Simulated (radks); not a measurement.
A nucleus of charge 40.8 with 41 electrons, configuration [Kr] 4d4 5s1. All-electron calculation, scalar-relativistic Kohn-Sham, PBE, spin-polarised, spherical densities, finite nucleus; open shells are filled with parallel spins first (spin-orbit coupling, left out, can overturn this in heavy ions); Fermi nuclear charge, rms radius 4.324 fm. Program: a radial shooting solver on a logarithmic mesh with Libxc functionals.

Normalised radial functions P(r) = r R(r), r in bohr:

r         4p down
0.006143   0.0111
0.00826    0.0188
0.0111     0.0313
0.01481    0.0506
0.01991    0.0810
0.02656    0.1236
0.03571    0.1817
0.04801    0.2491
0.06403    0.3069
0.08609    0.3241
0.1148     0.2552
0.1544     0.0634
0.2075    -0.2214
0.2768    -0.4621
0.3722    -0.4804
0.4964    -0.1674
0.6674     0.3839
0.8973     0.8592
1.197      0.9817
1.609      0.7468
2.146      0.4026
2.885      0.1481
3.879      0.0346
5.174      0.0048
6.956      0.0003
9.278      0.0000
12.47      0.0000

4p down: eigenvalue -30.469 eV, 2 radial nodes at r = 0.166, 0.547 bohr, <r> = 1.31 bohr, 90 % of the charge inside 1.95 bohr.
